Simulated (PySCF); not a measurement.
Compound: ZrBr4 (singlet state).
SMILES: `[Br][Zr]([Br])([Br])[Br]`

Computed, not measured: TDDFT B3LYP/def2-SVPD, vertical, gas phase, core orbitals frozen in the response, def2 core potentials past Kr in PySCF 2.14.0, density-fitted response routines. Isolated species at its PBE0-D3(BJ)/def2-SVP geometry, gas phase. Spin–orbit coupling is left out. The geometry optimisation had not met its thresholds, so the values belong to a structure short of the stationary point.

Problem. What does the calculation give for the low-lying excited states?

Solution. 

| state | E (eV) | λ (nm) | f | \|μ\| (D) | main configurations (H = HOMO, L = LUMO) |
| --- | --- | --- | --- | --- | --- |
| S1 | 4.49 | 276.4 | 0.0001 | 0.09 | H→L/L+1 (≥59%), H-2/H-1→L/L+1 (≥27%) |
| S2 | 4.49 | 275.9 | 0.0001 | 0.06 | H→L/L+1 (≥42%), H-2/H-1→L/L+1 (≥41%) |
| S3 | 4.50 | 275.2 | 0.0001 | 0.05 | H-2/H-1→L/L+1 (≥87%) |
| S4 | 4.68 | 264.9 | 0.026 | 1.21 | H-2/H-1→L/L+1 (≥82%) |
| S5 | 4.69 | 264.1 | 0.029 | 1.29 | H-2/H-1→L/L+1 (≥44%), H→L/L+1 (≥38%) |
| S6 | 4.70 | 264.1 | 0.030 | 1.30 | H-2/H-1→L/L+1 (≥49%), H→L/L+1 (≥28%) |
| S7 | 5.06 | 245.1 | 0.0000 | 0.04 | H-3→L/L+1 (≥48%), H-4→L/L+1 (≥25%) |
| S8 | 5.08 | 244.1 | 0.0003 | 0.12 | H-4→L/L+1 (≥30%), H-5→L/L+1 (≥23%), H-3→L/L+1 (≥22%) |
| S9 | 5.08 | 243.9 | 0.0002 | 0.11 | H-5→L/L+1 (≥38%), H-3→L/L+1 (≥20%), H-4→L/L+1 (≥19%) |

Triplets (Tamm–Dancoff): T1 4.30 eV, H→L/L+1 (≥63%), H-2/H-1→L/L+1 (≥21%); T2 4.30 eV, H→L/L+1 (≥51%), H-2/H-1→L/L+1 (≥31%); T3 4.34 eV, H-2/H-1→L/L+1 (≥88%).

The lowest singlet level (S1/S2) lies at 4.49 eV (276 nm, ultraviolet) and is dark (f under 0.0005). The strongest level in the table is S5/S6 at 4.69 eV (264 nm, f = 0.059 summed). S1/S2, S5/S6 and S8/S9 lie within about 0.01 eV of each other in each set. For S1 the Löwdin share of zirconium is at most 2% in HOMO and 70% in LUMO (ligand-to-metal charge transfer by this measure); for S5 the Löwdin share of zirconium is at most 2% in HOMO and 70% in LUMO+1 (ligand-to-metal charge transfer by this measure). Orbital energies (eV): HOMO-3 -9.27, HOMO-2 -8.66, HOMO-1 -8.66, HOMO -8.63, LUMO -3.10, LUMO+1 -3.09, LUMO+2 -2.38. The listed states span 0.60 eV, and the widest gap between neighbours is 0.36 eV (S6 to S7). Weighted by f, the mean energy of these states is 4.69 eV. No computed singlet lies in the visible range (380 to 750 nm); the lowest, at 276 nm, stands 1.22 eV above its violet end (3.26 eV). All these states lie below the vertical ionisation energy of 10.50 eV (ΔSCF). Orbitals of the list HOMO-3 to LUMO+2 that lie within 0.01 eV of each other are written together with a slash and their weights summed (≥ marks a lower bound); for degenerate orbitals outside that list single weights are arbitrary. The window holds the lowest 10 singlets. The highest level found (5.18 eV, f 0.0000 so far) is left out, since the window may have cut off a degenerate partner.
